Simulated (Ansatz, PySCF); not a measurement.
Gas-phase reaction (SMILES): CCCO + H+ -> CCC[OH2+]; protonation at O, whose ΔH is minus the proton affinity.

Geometries: B3LYP-D3(BJ)/def2-TZVP minima from Ansatz (a quantum-chemistry and plane-wave program), one conformer each, not searched for the lowest. Valence correlation only, unless marked. Spin-orbit coupling is left out. No relativistic terms. CBS(X,Y): correlation extrapolated as X^-3; Hartree-Fock from the larger set. [CCSD(T)-MP2]/basis is that difference in the basis named. Thermal terms are rigid-rotor harmonic-oscillator values from B3LYP-D3(BJ) frequencies (PySCF) at 298.15 K and 1 atm. 1 Eh = 627.5095 kcal/mol. The proton has no electrons: its energy is zero and its thermal terms are those of translation.

```
species    E, RI-MP2/CBS(cc-pVTZ,cc-pVQZ)+[CCSD(T)-MP2]/cc-pVTZ (Ansatz) (Eh)  E, wB97M-V/def2-TZVPD (Ansatz) (Eh)  H - E (Eh)  G - E (Eh)
---------  ------------------------------------------------------------------  -----------------------------------  ----------  ----------
CCCO                                                               -194.13937                           -194.32994     0.11471     0.08032
H+                                                                    0.00000                              0.00000     0.00236    -0.01000
CCC[OH2+]                                                          -194.44850                           -194.63527     0.12757     0.09227
```

Task: Work out ΔE and ΔH, ΔG, ΔS and the equilibrium constant at 298.15 K at the first level, then ΔH at the second.

Result: 
1. ΔE = [(-194.44850)] - [(-194.13937) + (0.00000)] = -0.30913 Eh = -194.0 kcal/mol at RI-MP2/CBS(cc-pVTZ,cc-pVQZ)+[CCSD(T)-MP2]/cc-pVTZ.
2. The terms H - E add up to 0.01050 Eh, so ΔH = (-0.30913 + (0.01050))×627.5095 = -187.4 kcal/mol.
3. The terms G - E add up to 0.02195 Eh, so ΔG = -180.2 kcal/mol, and ΔS = (0.01050 - (0.02195))×627509.5/298.15 = -24.1 cal/(mol K).
4. log10 K = -ΔG/(RT ln 10) = 132.1, with RT ln 10 = 1.3642 kcal/mol.
5. At wB97M-V/def2-TZVPD the same steps give ΔE = -191.6 and ΔH = -185.0 kcal/mol, a shift of +2.4 from the first level.
6. These values are not checked against measurement here, since the tables used lack a sound gas-phase enthalpy of formation for at least one species, or one in the same ion convention.
